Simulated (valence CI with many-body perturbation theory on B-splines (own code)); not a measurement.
# Sensitivity of CI+MBPT for Ru VI

Computed by configuration interaction combined with many-body perturbation theory (CI+MBPT): three valence electrons over a frozen Dirac-Fock core [Kr], radial functions for each j: 6 s, 6 p, 5 d, 5 f, 1 g, with the one-electron correlation potential Σ1, the two-electron term Σ2, the three-electron term Σ3, Breit, model QED; selected CI, second order for the rest (own B-spline code, finite nucleus).

No measured spectrum was set against this ion. As an estimate, terms of the open shell hold to 2 to 4 % of their energy, and close levels can change places; different configurations can be misplaced against each other by 1,000 to 8,000 cm⁻¹. Only levels of the ground parity were solved; by the run's estimate the other parity begins above the list, which can be wrong where configurations are misplaced.

The reference run has the lowest level 4d3 4F_3/2 and an ionisation energy of 76.5532 eV. Its largest variational space holds 5068 state functions.

Names give the largest LS component (configuration and term), which can be under half, so a name can repeat, a term be missing and a line seem to break the LS rules; names also repeat where a configuration has a term twice. Letters in brackets count levels of one name in rising energy.

| Level | Reference (cm⁻¹) | Shift (cm⁻¹) |
| --- | --- | --- |
| 4d3 4F_5/2 | 1468 | -11 |
| 4d3 4F_7/2 | 3240 | -23 |
| 4d3 4F_9/2 | 5156 | -33 |
| 4d3 4P_3/2 | 14176 | +14 |
| 4d3 4P_1/2 | 14267 | +29 |
| 4d3 2G_7/2 | 16040 | +159 |
| 4d3 4P_5/2 | 16550 | +14 |
| 4d3 2G_9/2 | 16933 | +229 |
| 4d3 2D_3/2 [a] | 20395 | -131 |
| 4d3 2P_1/2 | 21272 | -128 |
| 4d3 2H_9/2 | 22052 | +329 |
| 4d3 2H_11/2 | 22155 | +412 |

The ionisation energy moves by -0.1794 eV.

Question: Which of these changes was made?
A. screening of Σ1 on → off
B. scale of Σ2 1 → 0.8
C. scale of Σ1 1 → 0
D. correlating orbitals by l 3 3 3 3 1 → 2 2 1 1 0; natural orbitals for correlation on → off

Answer: B. scale of Σ2 1 → 0.8.
